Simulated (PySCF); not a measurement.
Correlation energy of Xe⁺ (xenon, charge +1)

[Kr] 4d10 5s2 5p5, 2P determinant. Calculation: PySCF 2.14, in def2-QZVPPD with the def2 core potential (28 electrons) (8s7p5d4f1g, 91 functions); scalar relativity through the core potential. Frozen: 4s2 4p6 4d10; 7 electrons correlated.

| level | correlation energy (mhartree) |
| --- | --- |
| CCSD | -153.73 |
| (T) | -4.97 |
| CCSD(T) | -158.70 |

Diagnostics: T1 = 0.0066, D1 = 0.0200, largest double amplitude 0.033.

Cost of the coupled-cluster step: of the order of 11 core-seconds, for 7 correlated electrons.
